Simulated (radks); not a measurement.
The numbers below are computed, except where a source is named.
Ionisation of neutral phosphorus, [Ne] 3s2 3p3, to P+, [Ne] 3s2 3p2, under several functionals. Scalar-relativistic Kohn-Sham, spin-polarised, spherical densities, point nucleus; open shells are filled with parallel spins first; a radial shooting solver on a logarithmic mesh with Libxc functionals.

SOGGA: E(P) (hartree) -341.28041; Exc (hartree) -22.36815; IE (eV) 10.438; -e(HOMO) (eV) 6.193; <r> HOMO (bohr) 2.328; IE error (eV) -0.048
exchange-only LDA: E(P) (hartree) -339.73520; Exc (hartree) -20.77036; IE (eV) 9.677; -e(HOMO) (eV) 5.522; <r> HOMO (bohr) 2.369; IE error (eV) -0.810
Wu-Cohen GGA: E(P) (hartree) -341.72393; Exc (hartree) -22.82760; IE (eV) 10.519; -e(HOMO) (eV) 6.265; <r> HOMO (bohr) 2.324; IE error (eV) +0.032
LDA (Slater exchange, VWN5 correlation): E(P) (hartree) -340.85313; Exc (hartree) -21.92214; IE (eV) 10.528; -e(HOMO) (eV) 6.285; <r> HOMO (bohr) 2.327; IE error (eV) +0.041

NIST Atomic Spectra Database: 10.487 eV (measured). Closest: Wu-Cohen GGA. The Delta-SCF values span 0.85 eV, the total energies 1.99 hartree. The highest occupied level is 3p. Open shells are spherical and high-spin; term and fine-structure splittings are not resolved.
